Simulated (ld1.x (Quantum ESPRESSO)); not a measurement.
## Building the PAW potential for oxygen (O) (BP86, non-relativistic).

The input file (ld1.x (Quantum ESPRESSO) 7.5):

```
&input
   title='O', zed=8., rel=0, dft='BP', iswitch=3,
   config='[He] 2s2 2p4 3d-2',
   nld=3, rlderiv=2.35, eminld=-4.0, emaxld=5.0, deld=0.02
 /
 &inputp
   pseudotype=3, lpaw=.true., tm=.true., lloc=-1, rcloc=1.35,
   nlcc=.true., new_core_ps=.true.,
   which_augfun='BESSEL', rmatch_augfun=0.90,
   file_pseudopw='O.UPF', file_wfcaegen='ae.wfc', file_wfcncgen='nc.wfc', file_beta='beta', file_chi='chi', file_wfcusgen='us.wfc'
 /
5
2S  1  0   2.00   0.00  0.85  1.00  0.0
2S  1  0   0.00   3.15  0.85  1.00  0.0
2P  2  1   4.00   0.00  1.80  2.15  0.0
2P  2  1   0.00   3.30  1.80  2.15  0.0
3D  3  2  -2.00  -0.10  2.00  2.10  0.0
 &test
   configts(1)='2s2 2p4'
 /
```

Command:

```bash
ld1.x < O.in > O.out
```

Resulting log (shortened: banner, matrices, multipoles, cross overlaps and the repeated all-electron block are left out):

```
Program LD1 v.7.5

     !!!!!!!!!!!!!!!!!!! WARNING !!!!!!!!!!!!!!!!!!!!!!!
     Message from routine ld1_readin:
     US requires at least two energies per channel 3D
     !!!!!!!!!!!!!!!!!!!!!!!!!!!!!!!!!!!!!!!!!!!!!!!!!!!
     --------------------------- All-electron run ----------------------------

     O

     atomic number is  8.00
     dft =BP   lsd =0 sic =0 latt =0  beta=0.20 tr2=1.0E-14
     Exchange-correlation= BP
                           (   1   1   1   1   0   0   0)
     mesh =1095 r(mesh) =  99.04343 a.u. xmin = -7.00 dx = 0.01250
     1 Ry =  13.60569312 eV

     n l     nl                  e(Ry)          e(Ha)          e(eV)
     1 0     1S 1( 2.00)       -37.8370       -18.9185      -514.7992
     2 0     2S 1( 2.00)        -1.7647        -0.8823       -24.0099
     2 1     2P 1( 4.00)        -0.6713        -0.3356        -9.1332

     final scf error:  6.2E-15 reached in  28 iterations

     Etot =    -150.045143 Ry,     -75.022572 Ha,   -2041.468175 eV

     Ekin =     149.611831 Ry,      74.805916 Ha,    2035.572666 eV
     Encl =    -355.819975 Ry,    -177.909987 Ha,   -4841.177383 eV
     Eh   =      72.860708 Ry,      36.430354 Ha,     991.320440 eV
     Exc  =     -16.697709 Ry,      -8.348854 Ha,    -227.183898 eV

     normalization and overlap integrals

     s(1S/1S) =  1.000000  <r> =   0.1996  <r2> =    0.0538  r(max) =   0.1298
     s(2S/2S) =  1.000000  <r> =   1.1412  <r2> =    1.5853  r(max) =   0.8677
     s(2P/2P) =  1.000000  <r> =   1.2627  <r2> =    2.1205  r(max) =   0.8151

     ------------------------ End of All-electron run ------------------------

     --------------------- Generating PAW atomic setup --------------------

      Generating local potential from pseudized AE potential:
      Matching radius rcloc =   1.3500

      Local pseudo, rcloc= 1.344 Estimated cut-off energy=    13.64 Ry

      Computing core charge for nlcc:

       r > 0.34 : true rho core
      Core charge pseudized with two Bessel functions
      Integrated core pseudo-charge :   1.36
      Wfc-us  2S rcutus= 0.996  Estimated cut-off energy=    46.13 Ry
      Wfc-us  2S rcutus= 0.996  Estimated cut-off energy=    60.21 Ry
      Wfc-us  2P rcutus= 2.161  Estimated cut-off energy=    17.40 Ry
      Wfc-us  2P rcutus= 2.161  Estimated cut-off energy=    17.45 Ry
      Wfc-us  3D rcutus= 2.108  Estimated cut-off energy=    22.65 Ry

     Required augmentation: BESSEL   radius:    0.900000
     Suggested rho cutoff for augmentation: 122.35 Ry

     Estimated PAW energy =  -41.288291 Ryd

     ------------------- End of pseudopotential generation -------------------

     Computing logarithmic derivative in   2.34393
     Computing logarithmic derivative in   2.34393
     Computing the partial wave expansion
     R is outside the sphere for l=    0 j= 0.00
     R is outside the sphere for l=    0 j= 0.00
     R is outside the sphere for l=    1 j= 0.00
     R is outside the sphere for l=    1 j= 0.00
     R is outside the sphere for l=    2 j= 0.00

     ---------------------- Testing the pseudopotential ----------------------

     O

     atomic number is  8.00   valence charge is  6.00
     dft = SLA  PZ   B88  P86   lsd =0 sic =0 latt =0  beta=0.20 tr2=1.0E-14
     mesh =1095 r(mesh) =  99.04343 xmin = -7.00 dx = 0.01250

     n l     nl             e AE (Ry)        e PS (Ry)    De AE-PS (Ry)
     1 0     2S   1( 2.00)       -1.76469       -1.76470        0.00000
     2 1     2P   1( 4.00)       -0.67128       -0.67128       -0.00000

     eps = 1.4E-17  iter =  4

     Etot =    -150.045143 Ry,     -75.022572 Ha,   -2041.468175 eV
     Etotps =   -41.288287 Ry,     -20.644144 Ha,    -561.755764 eV

     Ekin =      33.185855 Ry,      16.592927 Ha,     451.516553 eV
     Encl =     -85.138407 Ry,     -42.569204 Ha,   -1158.367039 eV
     Ehrt =      27.361973 Ry,      13.680986 Ha,     372.278605 eV
     Ecxc =     -16.697707 Ry,      -8.348854 Ha,    -227.183883 eV
     (Ecc =      -4.649865 Ry,      -2.324933 Ha,     -63.264639 eV)

     ---------------------- End of pseudopotential test ----------------------
```

Generation and configuration tests took about 0.95 s on one core of a shared server CPU.
